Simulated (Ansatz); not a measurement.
## Worked example: C2H9ClSi2 + GeH3Cl → CH6Cl2Si2 + GeH3(CH3)

Gas-phase species: C2H9ClSi2 `C[SiH2][SiH](C)Cl`, singlet; GeH3Cl (chlorogermane) `[Cl][GeH3]`, singlet; CH6Cl2Si2 `C[SiH2][SiH](Cl)Cl`, singlet; GeH3(CH3) (methyl germane), singlet. The partners trade CH3 for Cl: Si–CH3 and Ge–Cl bonds give way to Si–Cl and Ge–CH3.

Shapes, held fixed at every level: PBE0-D4/def2-TZVP. Flexible molecules stand in one conformer, not always the lowest. Programs: Ansatz 0.2.0. Electronic energies: no zero-point or thermal term.

At CCSD(T)/def2-TZVPP; 1 Eh = 2625.50 kJ/mol:

```
  species   energy (Eh)
C2H9ClSi2  -1119.386641
   GeH3Cl  -2537.162724
CH6Cl2Si2  -1539.315984
GeH3(CH3)  -2117.237880
```

Question: Work out ΔE of the reaction at this level.

Answer: 
1. Products less reactants: (-1539.315984) + (-2117.237880) − [(-1119.386641) + (-2537.162724)] = -0.004499 Eh = -11.8 kJ/mol.

Other levels give -14.8 (MP2/def2-TZVPP) to -1.4 kJ/mol (HF/def2-TZVPP). No measured value is set beside it here. Relativity is left out for Ge. Outer-core shells of Ge are correlated, in sets that cover them unevenly.
